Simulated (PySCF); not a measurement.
## Correlation energy of Be (beryllium, neutral)

[He] 2s1 2p1, high-spin 3P determinant (an excited configuration). Computed with PySCF 2.14 in x2c-TZVPPall, with the spin-free X2C one-electron Hamiltonian (Gaussian nucleus). Frozen: nothing; 4 electrons correlated.

MP2 pair energies summed by pair of shells (mhartree):

| pair | energy | share (%) |
| --- | --- | --- |
| 1s-1s | -25.85 | 85.4 |
| 2s-2p | -2.24 | 7.4 |
| 1s-2s | -1.52 | 5.0 |
| 1s-2p | -0.65 | 2.1 |

Total MP2 correlation energy: -30.26 mhartree.

Same-spin part -2.97 and opposite-spin part -27.29 mhartree; SCS-MP2 scales them by 1/3 and 6/5 to -33.74 mhartree.

The basis was made for the ground configuration and has no added diffuse functions, which can raise the energy of the promoted electron.

This basis was not built for core-valence correlation, so the inner-shell part is incomplete.
